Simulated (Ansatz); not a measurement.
`[OH][GaH][F]` + H₂O → `[OH][GaH][OH]` + H–F at 600 K and 1 bar (formal hydrolysis of a Ga–F bond).

Computed with Ansatz on PBE0-D4/def2-TZVP structures; ΔE is electronic, products minus reactants. CBS: MP2 limit from def2 TZ/QZ plus the TZ coupled-cluster correction, frozen cores. This one scheme is used for every species. For Ga outer-core shells are correlated without core-valence functions, which leaves a few kJ/mol of doubt a bond. Scalar relativity is left out up to krypton. Each species was taken in one conformer, which may not be the lowest.

```json
{"species": "`[OH][GaH][F]`", "CCSD(T)/CBS energy (Eh)": "-2100.17635", "H − E (kJ/mol)": "96.3", "S (J/(mol·K))": "342.0"}
{"species": "H₂O", "CCSD(T)/CBS energy (Eh)": "-76.37941", "H − E (kJ/mol)": "76.8", "S (J/(mol·K))": "212.8"}
{"species": "`[OH][GaH][OH]`", "CCSD(T)/CBS energy (Eh)": "-2076.15156", "H − E (kJ/mol)": "131.5", "S (J/(mol·K))": "355.2"}
{"species": "H–F", "CCSD(T)/CBS energy (Eh)": "-100.39570", "H − E (kJ/mol)": "42.3", "S (J/(mol·K))": "194.0"}
```

H − E and S are ideal-gas, rigid-rotor, harmonic terms from PBE0-D4/def2-TZVP, for one conformer and one mirror image of each species. 1 Eh = 2625.50 kJ/mol, R = 8.31446 J/(mol·K).

Question: By hand: ΔE, ΔH, ΔS and ΔG.

Answer: ΔE = (-2076.15156) + (-100.39570) − (-2100.17635) − (-76.37941) = 0.00850 Eh = 22.3 kJ/mol. Δ(H − E) = 131.5 + 42.3 − 96.3 − 76.8 = 0.7, so ΔH = 23.0 kJ/mol. ΔS = 355.2 + 194.0 − 342.0 − 212.8 = -5.6 J/(mol·K). ΔG = 23.0 − 600 × (-5.6)/1000 = 26.4 kJ/mol.

Question: By hand: the equilibrium constant, and the temperature at which ΔG would vanish if ΔH and ΔS stayed fixed.

Answer: log₁₀ K = −ΔG/(RT ln 10) = -2.3. ΔH and −TΔS have one sign here, so there is no such temperature. One of them is within its doubt of zero, so this could turn.

The number of gas molecules stays the same, so ΔS is small and ΔH decides. A doubt of 5 kJ/mol in ΔE shifts log₁₀ K by 0.4 here. Other conformers and mirror images would add mixing entropy, several J/(mol·K) or more a flexible species. These are equilibria of isolated gas molecules and say nothing of rates. Largest T1 diagnostic: 0.015 (customary marks: 0.02 for closed shells, 0.045 for open ones).
